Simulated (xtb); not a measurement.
C5H9O3, doublet, from a rough starting geometry; xtb with GFN2-xTB.

Here is a job for xtb.
```
$ xtb mol.xyz --gfn 2 --uhf 1 --opt vtight --json

# file mol.xyz
17

C      3.28345894    -0.53173172    -0.23655726
O      2.30981969     0.38054262     0.23889135
C      1.04024218    -0.04136610     0.00511858
C      0.09003268     1.06055813     0.43145146
O     -1.19550542     0.94985427     0.43976719
C     -2.00688432    -0.07175697    -0.09621457
C     -3.51198308     0.17217526     0.14255442
O     -1.52766310    -1.04694541    -0.52116179
H      4.29059839    -0.17199171    -0.01218087
H      3.21886957    -0.69819658    -1.35474100
H      3.16696328    -1.51319245     0.17866655
H      0.82544783    -0.98481341     0.51163679
H      0.82765677    -0.22963161    -1.04191112
H      0.50123706     1.91184860     0.95164670
H     -3.97017122    -0.72173659    -0.01020207
H     -3.53368803     0.66730611     1.08528990
H     -3.79391194     0.92250527    -0.60894184
```

Write the output that xtb gives for this input, abridged.


```
   ID    Z sym.   atoms
    1    6 C      1, 3, 4, 6, 7
    2    8 O      2, 5, 8
    3    1 H      9-17

           -------------------------------------------------
          |                Calculation Setup                |
           -------------------------------------------------

           -------------------------------------------------
          |                 G F N 2 - x T B                 |
           -------------------------------------------------

          ...................................................
          :                      SETUP                      :
          :.................................................:
          :  # basis functions                  41          :
          :  # atomic orbitals                  41          :
          :  # shells                           25          :
          :  # electrons                        47          :
          :  max. iterations                   250          :
          :  Hamiltonian                  GFN2-xTB          :
          :  restarted?                      false          :
          :  GBSA solvation                  false          :
          :  PC potential                    false          :
          :  electronic temp.          300.0000000     K    :
          :  accuracy                    1.0000000          :
          :  -> integral cutoff          0.2500000E+02      :
          :  -> integral neglect         0.1000000E-07      :
          :  -> SCF convergence          0.1000000E-05 Eh   :
          :  -> wf. convergence          0.1000000E-03 e    :
          :  Broyden damping             0.4000000          :
          :  net charge                          0          :
          :  unpaired electrons                  1          :
          ...................................................

 iter      E             dE          RMSdq      gap      omega  full diag
   1    -27.6376928 -0.276377E+02  0.451E+00    2.79       0.0  T
   2    -27.6820790 -0.443862E-01  0.243E+00    2.23       1.0  T
   3    -27.6796153  0.246371E-02  0.131E+00    2.84       1.0  T
   4    -27.6874919 -0.787662E-02  0.341E-01    2.25       1.0  T
   5    -27.6888246 -0.133270E-02  0.106E-01    2.43       1.0  T
   6    -27.6888867 -0.621179E-04  0.523E-02    2.39       1.0  T
   7    -27.6888929 -0.616328E-05  0.151E-02    2.40       1.6  T
   8    -27.6888934 -0.490655E-06  0.383E-03    2.40       6.3  T
[...]
 * total energy  :   -27.4216070 Eh     change       -0.6607784E-05 Eh
 * total energy  :   -27.4216085 Eh     change       -0.1551298E-05 Eh
 * total energy  :   -27.4216101 Eh     change       -0.1562544E-05 Eh
 * total energy  :   -27.4216111 Eh     change       -0.9684647E-06 Eh
 * total energy  :   -27.4216122 Eh     change       -0.1101423E-05 Eh
 * total energy  :   -27.4216128 Eh     change       -0.6706601E-06 Eh
 * total energy  :   -27.4216132 Eh     change       -0.3320643E-06 Eh
 * total energy  :   -27.4216136 Eh     change       -0.3995315E-06 Eh
 * total energy  :   -27.4216139 Eh     change       -0.3631485E-06 Eh
 * total energy  :   -27.4216142 Eh     change       -0.2888384E-06 Eh
 * total energy  :   -27.4216144 Eh     change       -0.1659273E-06 Eh
 * total energy  :   -27.4216145 Eh     change       -0.7081568E-07 Eh
   *** GEOMETRY OPTIMIZATION CONVERGED AFTER 20 ITERATIONS ***
         :: total energy             -27.421614468207 Eh    ::
[...]

 ---------------------------------------------------------------------------
     #   Z sym  total        # sym  WBO       # sym  WBO       # sym  WBO
 ---------------------------------------------------------------------------
     1   6 C    3.948 --     2 O    0.993     9 H    0.980    10 H    0.977
                            11 H    0.977
     2   8 O    2.075 --     1 C    0.993     3 C    0.989
     3   6 C    3.958 --     4 C    1.064     2 O    0.989    13 H    0.925
                            12 H    0.925
     4   6 C    3.469 --     5 O    1.163     3 C    1.064    14 H    0.960
                             6 C    0.100
     5   8 O    2.451 --     4 C    1.163     6 C    1.077     8 O    0.139
     6   6 C    3.912 --     8 O    1.703     5 O    1.077     7 C    0.990
                             4 C    0.100
     7   6 C    3.991 --     6 C    0.990    15 H    0.980    16 H    0.973
                            17 H    0.958
     8   8 O    2.019 --     6 C    1.703     5 O    0.139
     9   1 H    0.996 --     1 C    0.980
    10   1 H    0.999 --     1 C    0.977
    11   1 H    0.999 --     1 C    0.977
    12   1 H    0.994 --     3 C    0.925
    13   1 H    0.995 --     3 C    0.925
    14   1 H    0.994 --     4 C    0.960
    15   1 H    0.994 --     7 C    0.980
    16   1 H    0.995 --     7 C    0.973
    17   1 H    0.994 --     7 C    0.958
 ---------------------------------------------------------------------------

Topologies differ in total number of bonds
Writing topology from bond orders to xtbtopo.mol

molecular dipole:
                 x           y           z       tot (Debye)
 q only:       -0.054       0.329       0.141
   full:       -0.123       0.282       0.106       0.825
molecular quadrupole (traceless):
                xx          xy          yy          xz          yz          zz
 q only:        8.286      -6.053      -4.863      -2.776      -0.866      -3.423
  q+dip:        6.071      -7.096      -4.679      -3.133      -2.025      -1.393
   full:        6.796      -7.216      -5.257      -3.212      -2.305      -1.539

optimized geometry written to: xtbopt.xyz

           -------------------------------------------------
          | TOTAL ENERGY              -27.421614468207 Eh   |
          | GRADIENT NORM               0.000038883520 Eh/α |
          | HOMO-LUMO GAP               2.567830536316 eV   |
           -------------------------------------------------

normal termination of xtb
```
